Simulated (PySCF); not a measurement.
C2H6Te, charge -1, doublet, at the geometry of the source list (a state made from the parent by changing its charge; the spin is typed, not shown lowest) (all electrons, no relativity) (in this run its highest filled SCF level lies above zero, so its values depend strongly on the basis, on diffuse functions most of all); PBE0/3-21G (PySCF).

The PySCF input:
```python
from pyscf import gto, scf, dft

mol = gto.M(
    atom='''
C     1.58710000   -0.09640000    0.02730000
Te    0.06580000    0.68660000   -1.30570000
C    -1.58550000    0.10180000   -0.03050000
H     2.04770000   -0.97560000   -0.40480000
H     2.34410000    0.65480000    0.20250000
H     1.12590000   -0.36030000    0.96760000
H    -1.21530000   -0.55540000    0.74240000
H    -2.32110000   -0.42430000   -0.62090000
H    -2.04860000    0.96880000    0.42210000
''',
    basis='3-21g',
    charge=-1,
    spin=1,
    verbose=4,
)

mf = dft.UKS(mol)
mf.xc = 'pbe0'
mf.kernel()
mf.analyze()
```

It wrote (shortened):

```
PySCF version 2.14.0

[INPUT] verbose = 4
[INPUT] num. atoms = 9
[INPUT] num. electrons = 71
[INPUT] charge = -1
[INPUT] spin (= nelec alpha-beta = 2S) = 1
[INPUT] symmetry False subgroup None
[INPUT] Mole.unit = angstrom
[INPUT] Symbol           X                Y                Z      unit          X                Y                Z       unit  Magmom
[...]
nuclear repulsion = 244.95139035078
number of shells = 35
number of NR pGTOs = 129
number of NR cGTOs = 61
basis = 3-21g
ecp = {}

******** <class 'pyscf.dft.uks.UKS'> ********
method = UKS
initial guess = minao
damping factor = 0
level_shift factor = 0
DIIS = <class 'pyscf.scf.diis.CDIIS'>
diis_start_cycle = 1
diis_space = 8
diis_damp = 0
SCF conv_tol = 1e-09
SCF conv_tol_grad = None
SCF max_cycles = 50
direct_scf = True
direct_scf_tol = 1e-13
number electrons alpha = 36  beta = 35
XC library pyscf.dft.libxc version 7.1.2
    S. Lehtola, C. Steigemann, M. J. T. Oliveira, and M. A. L. Marques,  SoftwareX 7, 1–5 (2018)
XC functionals = pbe0
    C. Adamo and V. Barone,  J. Chem. Phys. 110, 6158 (1999)
    M. Ernzerhof and G. E. Scuseria,  J. Chem. Phys. 110, 5029 (1999)
radial grids:
    Treutler-Ahlrichs [JCP 102, 346 (1995); DOI:10.1063/1.469408] (M4) radial grids

becke partition: Becke, JCP 88, 2547 (1988); DOI:10.1063/1.454033
pruning grids: <function nwchem_prune>
grids dens level: 3
symmetrized grids: False
atomic radii adjust function: <function treutler_atomic_radii_adjust>
small_rho_cutoff = 0
Set gradient conv threshold to 3.16228e-05
tot grids = 109048
init E= -6648.38046842631

cycle= 1 E= -6664.09968319489  delta_E= -15.7  |g|= 0.317  |ddm|= 2.74
cycle= 2 E= -6664.12189383752  delta_E= -0.0222  |g|= 0.285  |ddm|= 1.41
cycle= 3 E= -6664.16879703067  delta_E= -0.0469  |g|= 0.0379  |ddm|= 0.539
cycle= 4 E= -6664.16974640324  delta_E= -0.000949  |g|= 0.00473  |ddm|= 0.0899
cycle= 5 E= -6664.16976745323  delta_E= -2.1e-05  |g|= 0.000584  |ddm|= 0.0167
cycle= 6 E= -6664.1697679264  delta_E= -4.73e-07  |g|= 0.000388  |ddm|= 0.0032
cycle= 7 E= -6664.16976801921  delta_E= -9.28e-08  |g|= 0.000223  |ddm|= 0.00139
cycle= 8 E= -6664.1697680598  delta_E= -4.06e-08  |g|= 4.05e-05  |ddm|= 0.000722
cycle= 9 E= -6664.16976806238  delta_E= -2.58e-09  |g|= 8.72e-06  |ddm|= 0.000176
cycle= 10 E= -6664.1697680625  delta_E= -1.16e-10  |g|= 1.73e-06  |ddm|= 4.43e-05
Extra cycle  E= -6664.16976806254  delta_E= -4.37e-11  |g|= 7.95e-07  |ddm|= 1.15e-05
converged SCF energy = -6664.16976806254  <S^2> = 0.75214142  2S+1 = 2.0021403
**** SCF Summaries ****
Total Energy =                       -6664.169768062541152
Nuclear Repulsion Energy =             244.951390350780116
One-electron Energy =                -9677.558288451204135
Two-electron Energy =                 2768.437130037882525
Two-electron Coulomb Energy =         2952.643076633903547
DFT Exchange-Correlation Energy =     -184.205946596021164
**** MO energy ****
                             alpha | beta                alpha | beta
[...]
To work with the spin densities directly, `use mulliken_meta_spin()` only printing them here.

 ** Mulliken spin pop alpha/beta on meta-lowdin orthogonal AOs **
 ** Mulliken Spin Density (per AO)  **
spin_pop of  0 C 1s       -0.00000
spin_pop of  0 C 2s        0.06793
spin_pop of  0 C 3s        0.00527
spin_pop of  0 C 2px       0.06018
spin_pop of  0 C 2py       0.02097
spin_pop of  0 C 2pz       0.04193
spin_pop of  0 C 3px       0.00745
spin_pop of  0 C 3py       0.00089
spin_pop of  0 C 3pz       0.00223
spin_pop of  1 Te 1s       -0.00000
spin_pop of  1 Te 2s       -0.00000
spin_pop of  1 Te 3s       -0.00000
spin_pop of  1 Te 4s       -0.00001
spin_pop of  1 Te 5s       -0.00127
spin_pop of  1 Te 6s        0.00206
spin_pop of  1 Te 2px       0.00000
spin_pop of  1 Te 2py      -0.00000
spin_pop of  1 Te 2pz      -0.00000
spin_pop of  1 Te 3px       0.00002
spin_pop of  1 Te 3py      -0.00000
spin_pop of  1 Te 3pz      -0.00000
spin_pop of  1 Te 4px       0.00007
spin_pop of  1 Te 4py      -0.00000
spin_pop of  1 Te 4pz      -0.00001
spin_pop of  1 Te 5px       0.55742
spin_pop of  1 Te 5py      -0.00457
spin_pop of  1 Te 5pz      -0.02681
spin_pop of  1 Te 6px       0.05538
spin_pop of  1 Te 6py       0.00057
spin_pop of  1 Te 6pz       0.00013
spin_pop of  1 Te 3dxy      0.00000
spin_pop of  1 Te 3dyz      0.00000
spin_pop of  1 Te 3dz^2     0.00000
spin_pop of  1 Te 3dxz      0.00001
spin_pop of  1 Te 3dx2-y2    0.00000
spin_pop of  1 Te 4dxy      0.00004
spin_pop of  1 Te 4dyz      0.00000
spin_pop of  1 Te 4dz^2    -0.00000
spin_pop of  1 Te 4dxz      0.00017
spin_pop of  1 Te 4dx2-y2    0.00000
spin_pop of  2 C 1s       -0.00000
spin_pop of  2 C 2s        0.06744
spin_pop of  2 C 3s        0.00527
spin_pop of  2 C 2px       0.06881
spin_pop of  2 C 2py       0.01278
spin_pop of  2 C 2pz       0.03933
spin_pop of  2 C 3px       0.00820
spin_pop of  2 C 3py       0.00028
spin_pop of  2 C 3pz       0.00198
spin_pop of  3 H 1s       -0.00530
spin_pop of  3 H 2s        0.00067
spin_pop of  4 H 1s       -0.00647
spin_pop of  4 H 2s        0.00092
spin_pop of  5 H 1s        0.01179
spin_pop of  5 H 2s        0.00116
spin_pop of  6 H 1s        0.01188
spin_pop of  6 H 2s        0.00116
spin_pop of  7 H 1s       -0.00642
spin_pop of  7 H 2s        0.00094
spin_pop of  8 H 1s       -0.00513
spin_pop of  8 H 2s        0.00066
 ** Mulliken Spin Density (per atom)  **
spin density of  0 C =      0.20686
spin density of  1 Te =      0.58319
spin density of  2 C =      0.20409
spin density of  3 H =     -0.00463
spin density of  4 H =     -0.00555
spin density of  5 H =      0.01295
spin density of  6 H =      0.01304
spin density of  7 H =     -0.00548
spin density of  8 H =     -0.00447
 ** Mulliken pop alpha/beta on meta-lowdin orthogonal AOs **
 ** Mulliken pop       alpha | beta **
In total            36.00000 | 35.00000
 ** Mulliken atomic charges   ( Nelec_alpha | Nelec_beta ) **
charge of  0C =     -0.57860  (     3.39273      3.18587 )
charge of  1Te =     -0.29947  (    26.44133     25.85814 )
charge of  2C =     -0.57839  (     3.39124      3.18715 )
charge of  3H =      0.07799  (     0.45869      0.46332 )
charge of  4H =      0.08240  (     0.45603      0.46158 )
charge of  5H =      0.06744  (     0.47276      0.45980 )
charge of  6H =      0.06771  (     0.47266      0.45963 )
charge of  7H =      0.08318  (     0.45567      0.46115 )
charge of  8H =      0.07774  (     0.45890      0.46336 )

WARN: System has nonzero charge -1; the dipole moment is origin-dependent.
Location of origin: [0. 0. 0.]

Dipole moment(X, Y, Z, Debye): -0.31206, -3.15018,  5.97491
```
